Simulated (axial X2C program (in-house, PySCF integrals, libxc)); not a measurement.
Spectroscopic constants of ScTe⁺

Computed with an in-house all-electron X2C program for linear molecules (integrals from PySCF). Spin-free means the one-electron spin-free X2C Hamiltonian. Basis: Te dyall-cv3z [11s12p8d4f1g], Sc dyall-cv3z [10s11p7d5f2g] (cores contracted in-house); Gaussian nuclei, density fitting, unrestricted open shells. Masses: Te 129.906 u, Sc 44.956 u.

Input:
```json
{"zs": [52, 21], "q": 1, "bas": ["dyall-cv3z", "dyall-cv3z"], "levels": ["PBE0", "HF", "M06"], "cc": true, "r0": 2.44, "thr": -1.0, "nmax": 90, "npts": 10, "nst": 2, "ntry": 6}
```
```bash
python so2c.py task.json out
```

Keys: zs atomic numbers; q charge; bas basis sets; levels methods; cc coupled cluster on or off; r0 starting distance in Å; thr threshold in hartree for freezing inner shells (an s shell follows its p shell); nmax most natural virtual spinors; npts points on the curve; nst determinants followed; ntry starts of the search. HF also brings MP2.

State, spin-free: M_S = 0, Λ = 0 (closed shell); electrons by block: σα: 16, σβ: 16, π+α: 8, π+β: 8, π-α: 8, π-β: 8, δ+α: 2, δ+β: 2, δ-α: 2, δ-β: 2. Fragments: Te + Sc+.

```
Hamiltonian    level  Re (Å)  ωe (cm⁻¹)  ωexe (cm⁻¹)  De (eV)  D0 (eV)  k (mdyn/Å)  μ (D)
  spin-free     PBE0   2.426      390.5        0.739     3.35     3.33           3  11.16
  spin-free       HF   2.430      418.0        0.679   -0.121   -0.147        3.44  13.24
  spin-free      MP2   2.491      361.5          n/a     3.02     3.00        2.57    n/a
  spin-free     CCSD   2.458      389.9         0.66     2.47     2.44        2.99    n/a
  spin-free  CCSD(T)   2.508      337.7          1.1     3.12     3.10        2.24    n/a
  spin-free      M06   2.444      385.9        0.723     3.71     3.68        2.93  10.92
```

Correlated methods: 8 electrons correlated (number of frozen shells: Te 4 s, 3 p, 2 d; Sc 3 s, 2 p), 352 virtual spin orbitals or spinors in MP2, 90 natural virtuals in coupled cluster.

Dipoles are positive if Sc is the positive end and refer to the centre of mass.

The state is a single determinant with fixed occupations, the lowest that a limited PBE0 search found. Closed shells are restricted here (equal orbitals for both partners); the stretched side of such a curve lies too high. De is counted from the lowest determinant-based energies of the atoms at the same level, without counterpoise correction. CCSD and (T) use frozen natural virtuals with an MP2 correction for the truncation; (T) itself is uncorrected, so its De runs slightly low. The functionals have no current-density term, which raises determinants with orbital currents, atoms included. The outer-core s and p shells of the metal are frozen in the correlated rows, which leaves out core–valence correlation; for alkali and alkaline-earth bonds that tends to lengthen them. The T1 diagnostic is large, a sign of multireference character. With the outer-core shells frozen, correlated bond lengths of heavy atoms tend to come out a few hundredths of an ångström too long. Spin-free De lacks the spin–orbit lowering of the heavy p-block atom, a tenth of an eV or more for 4p and 5p, up to an eV for 6p and one to two eV for 7p atoms, less what an open-shell molecule gains itself.

No reliable constants came from CCSD (2c), CCSD(T) (2c), HF (2c), M06 (2c), MP2 (2c), PBE0 (2c): no minimum in range, unconverged points, a curve that is not smooth, a change of character along it, or the two Hamiltonians disagreeing along it.

The whole task took 4.7 min on 1 thread of Arm Neoverse V1, on a shared host.
